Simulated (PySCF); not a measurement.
# How methods differ on the excitation energy of V²⁺

V²⁺ [Ar] 3d3 (4F) → V²⁺ [Ar] 3d2 4p1 (high-spin determinant), as a difference of total energies. All numbers are calculated (PySCF 2.14, no relativity, point nucleus, in aug-cc-pVTZ (8s7p5d3f2g, 93 functions)). Correlated levels: valence: [Ar] frozen. The calculations carry no spin-orbit coupling.

```
           method  excitation energy (eV)
              UHF                  10.381
    MP2 (valence)                  10.623
SCS-MP2 (valence)                  10.462
   CCSD (valence)                  10.619
CCSD(T) (valence)                  10.613
```

How much does correlation contribute at CCSD(T) (valence)?

10.613 − (10.381) = 0.232 eV, measured against UHF.

The determinant of the upper state mixes LS terms, which raises its energy above the lowest term, most at the Hartree-Fock and MP2 levels.
